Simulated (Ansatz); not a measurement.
One change: `[NH2][In]([NH2])[Br]` becomes `C[O][In]([NH2])[NH2]`.

Ansatz, PBE0-D4/def2-TZVP geometries, multiplicity 1. Each molecule was computed in one conformer, which needn't be the lowest.

Elements past krypton have def2 core potentials. Scalar relativity is left out up to krypton.

```tsv
property	`[NH2][In]([NH2])[Br]`
LUMO energy (PBE0/def2-TZVPP) / eV	-1.40
LUMO energy (ωB97M-V/def2-TZVPP) / eV	0.33
HOMO energy (PBE/def2-TZVPP) / eV	-5.97
HOMO energy (PBE0/def2-TZVPP) / eV	-7.34
LUMO energy (B3LYP/def2-TZVPP) / eV	-1.72
size of the dipole moment (B3LYP/def2-TZVPP) / D	3.43
```

**Question.** Give the same properties after the change, and the shifts. (Best estimate.)

**Answer.** Computed: 
```json
{"property": "LUMO energy (PBE0/def2-TZVPP) / eV", "`C[O][In]([NH2])[NH2]`": "-1.07", "shift": "0.33"}
{"property": "LUMO energy (ωB97M-V/def2-TZVPP) / eV", "`C[O][In]([NH2])[NH2]`": "0.57", "shift": "0.24"}
{"property": "HOMO energy (PBE/def2-TZVPP) / eV", "`C[O][In]([NH2])[NH2]`": "-5.59", "shift": "0.38"}
{"property": "HOMO energy (PBE0/def2-TZVPP) / eV", "`C[O][In]([NH2])[NH2]`": "-7.10", "shift": "0.24"}
{"property": "LUMO energy (B3LYP/def2-TZVPP) / eV", "`C[O][In]([NH2])[NH2]`": "-1.40", "shift": "0.32"}
{"property": "size of the dipole moment (B3LYP/def2-TZVPP) / D", "`C[O][In]([NH2])[NH2]`": "2.67", "shift": "-0.76"}
```

With PBE0 the HOMO rises by 0.24 eV and the LUMO rises by 0.33 eV, so the gap widens by about 0.09 eV. PBE moves the HOMO by 0.38 eV and ωB97M-V by 0.20 eV. The zero-point energy changes by 105.3 kJ/mol with +12 modes. Dipoles are sizes alone; their direction can turn.

B3LYP here is the variant with VWN-RPA as its local correlation; programs differ in this.

Spin–orbit coupling is left out; it splits and shifts lone-pair levels of the heavy atoms by tenths of an eV.
